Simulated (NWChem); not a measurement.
CH$_{3}$FOTe; SMILES F[Te]OC

```xyz
7

Te     0.3144    -0.4756     0.0282
F     -1.5714    -0.9374    -0.0694
O      0.1573     1.3913    -0.5680
C     -0.3406     2.3558     0.3352
H      0.1985     2.3527     1.2990
H     -0.2043     3.3387    -0.1423
H     -1.4157     2.2095     0.5334
```
Atoms are numbered in this order, from 1.

All runs: NWChem. Structure relaxed at the PBE0/def2-SVP level. def2 effective core potentials on Te; no spin-orbit coupling.

For level PBE0/def2-SVP (core potentials):

| Quantity | Value |
|---|---|
| highest occupied level (eV) | -6.27 |
| orbital gap (eV) | 4.24 |
| dipole (D) | 2.46 |

Problem. What are these values for level PBE0/STO-3G (all-electron, non-relativistic)?

Solution. 
| Item | Result |
|---|---|
| highest occupied level (eV) | -3.36 |
| orbital gap (eV) | 5.69 |
| dipole (D) | 1.17 |
